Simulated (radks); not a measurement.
Effect of the nuclear size on the lead ion Pb25+, [Kr] 4d10 4f11. Calculated with a radial shooting solver on a logarithmic mesh with Libxc functionals: Dirac Kohn-Sham, relativistic LDA (MacDonald-Vosko exchange, VWN5 correlation), spin-unpolarised, spherical densities, finite nucleus; open shells are shared between the two j in proportion to 2j + 1; Fermi nuclear charge, rms radius 5.5012 fm. The rms radius is varied about that value; shifts are against it.

| rms radius (fm) | total energy shift (eV) | density at nucleus (e/bohr^3) | 1s1/2 shift (meV) | 2s1/2 shift (meV) | 4s1/2 shift (meV) | 4p1/2 shift (meV) | 4f7/2 shift (meV) | 5s1/2 (empty) shift (meV) | 5p1/2 (empty) shift (meV) |
|---|---|---|---|---|---|---|---|---|---|
| 4.5385 | -41.8 | 2.923e+06 | -16600 | -2520 | -156 | -6.18 | 3.00 | -48.8 | -2.19 |
| 5.0006 | -22.3 | 2.803e+06 | -8840 | -1350 | -83.3 | -3.30 | 1.60 | -26.0 | -1.17 |
| 5.5012 | 0 | 2.689e+06 | 0.000 | 0.000 | 0.000 | 0.000 | 0.000 | 0.000 | 0.000 |
| 5.8313 | 15.4 | 2.622e+06 | 6090 | 926 | 57.3 | 2.28 | -1.10 | 17.9 | 0.809 |
| 6.2769 | 36.9 | 2.539e+06 | 14600 | 2220 | 138 | 5.49 | -2.65 | 43.1 | 1.95 |

Slopes of the eigenvalues against <r^2> in GHz/fm^2, as finite differences over the two radii next to the reference (eigenvalue slopes, not the field-shift constants of lines): 1s1/2 401000, 2s1/2 61000, 4s1/2 3780, 4p1/2 150, 4f7/2 -72.8, 5s1/2 (empty) 1180, 5p1/2 (empty) 53.2.
